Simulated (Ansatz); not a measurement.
`BC1=C(S)C1` + `O[SiH2]S[SiH3]` → `BO[SiH2]S[SiH3]` + `SC1=CC1`  (ligand exchange at a B–C bond)

Program: Ansatz. Geometries: PBE0-D4/def2-TZVP. ΔE: electronic, gas phase. CCSD(T)/CBS adds triple-zeta CCSD(T) − MP2 to the extrapolated MP2 energy (def2 sets, frozen cores). Functionals use def2-TZVPP. B3LYP here is the variant with VWN-RPA as its local correlation; programs differ in this. Each species was taken in one conformer, which may not be the lowest.

```csv
level,ΔE (kJ/mol),difference from CCSD(T)/CBS
PBE-D4,-58.7,18.9
PBE0-D4,-65.8,11.8
ωB97X-V,-78.0,-0.4
ωB97M-V,-77.2,0.4
B2PLYP,-71.3,6.3
PBE,-57.2,20.4
PBE0,-64.4,13.2
B3LYP,-68.2,9.4
HF/def2-TZVPP,-84.7,-7.1
SCS-MP2/def2-TZVPP,-77.6,0.0
CCSD(T)/def2-TZVPP,-77.2,0.4
HF/def2-QZVPP,-85.9,-8.3
MP2/def2-QZVPP,-74.0,3.6
SCS-MP2/def2-QZVPP,-78.2,-0.6
HF/CBS(def2),-86.1,-8.5
CCSD/CBS(def2),-80.5,-2.9
CCSD(T)/CBS,-77.6,0
```

Largest T1 diagnostic among the species: 0.013.

In def2-TZVPP, CCSD(T) changes the Hartree–Fock value by +7.5 kJ/mol (the triples alone add +2.9 kJ/mol) and MP2 by +11.4 kJ/mol. From PBE to PBE0 (25 % exact exchange), in def2-TZVPP and without D4, ΔE moves by −7.2 kJ/mol.
